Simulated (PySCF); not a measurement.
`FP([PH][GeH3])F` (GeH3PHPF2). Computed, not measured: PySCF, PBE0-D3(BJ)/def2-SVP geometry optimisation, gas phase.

```
atom  x, y, z in Å
F1     3.1058    0.2513    0.8694
P2     1.5709    0.0749    1.3328
F3     1.3872   -1.4734    0.8841
P4     0.5893    0.9860   -0.4572
Ge5   -1.3554   -0.2864   -0.2314
H6     0.0831    2.0719    0.3256
H7    -2.4980    0.5563   -0.8201
H8    -1.1613   -1.5733   -1.0409
H9    -1.6595   -0.6235    1.2401
```

Problem. What is the longest distance between nuclei?

Solution. F1···H7, 5.86 Å; the next longest distance is 5.02 Å.

Problem. Work out the bond lengths P2–F3, P2–P4, P4–Ge5, P4–H6, Ge5–H7, Ge5–H8, Ge5–H9 in pm.

Solution. For P2–F3 the difference vector is (-0.1836, -1.5483, -0.4487) Å, of length 1.6224 Å. P2–F3 162.2; P2–P4 223.6; P4–Ge5 233.5; P4–H6 143.1; Ge5–H7 153.7; Ge5–H8 153.3; Ge5–H9 154.0 pm.

Problem. How far are the heavy atoms from their best plane (unweighted least squares)?

Solution. 0.344 Å rms; F1 0.17, P2 0.64, F3 0.32, P4 0.22, Ge5 0.07 Å (magnitudes).

Problem. How far apart are these pairs, which share no bond: F1···H6, P4···H7, P4···H8, H6···H8, H7···H9?

Solution. F1···H6 3.570 Å (3 bonds apart); P4···H7 3.138 Å (2 bonds apart); P4···H8 3.155 Å (2 bonds apart); H6···H8 4.087 Å (3 bonds apart); H7···H9 2.518 Å (2 bonds apart).

Problem. What are the angles F3–P2–P4, F1–P2–P4, Ge5–P4–H6, P2–P4–H6, H7–Ge5–H8, H8–Ge5–H9, H7–Ge5–H9?

Solution. From the scalar product of the two bond vectors; for F3–P2–P4 it is -0.4273 Å² over 1.6224 × 2.2355 Å², cos θ = -0.1178. F3–P2–P4 96.8°; F1–P2–P4 98.2°; Ge5–P4–H6 93.8°; P2–P4–H6 91.5°; H7–Ge5–H8 110.6°; H8–Ge5–H9 110.2°; H7–Ge5–H9 109.8°.

Problem. What is the repulsion energy of the bare nuclei, Σ ZA·ZB/RAB?

Solution. 545.21 Eh over 36 pairs, with full nuclear charges and distances in bohr; the largest single term is 108.79 Eh (P4 with Ge5).

Problem. Where is the centre of mass (commonest isotopes), and what is the radius of gyration?

Solution. Mass 177.897 u; centre at (0.263, -0.062, 0.242) Å; Rg = √(Σ m r²/M) = 1.858 Å. As Ia + Ib + Ic = 2 Σ m r², the three principal moments sum to 1228.5 u·Å².

Problem. Give the dihedral angles H6–P4–Ge5–H9, F1–P2–P4–H6, P2–P4–Ge5–H8, P2–P4–Ge5–H9, F3–P2–P4–H6.

Solution. H6–P4–Ge5–H9 -61° (synclinal); F1–P2–P4–H6 -114° (anticlinal); P2–P4–Ge5–H8 -90°; P2–P4–Ge5–H9 31° (synclinal); F3–P2–P4–H6 147° (anticlinal). Dihedral signs follow IUPAC: positive where, seen along the central bond, the front bond turns clockwise onto the rear one.

Problem. Write the matrix of distances between heavy atoms (Å, lower triangle).

Solution. 
```
F1    0.000
P2    1.613  0.000
F3    2.435  1.622  0.000
P4    2.938  2.236  2.913  0.000
Ge5   4.626  3.338  3.190  2.335  0.000
```

PBE0-D3(BJ)/def2-SVP frequencies: not computed here. The numbers are those of one conformer.
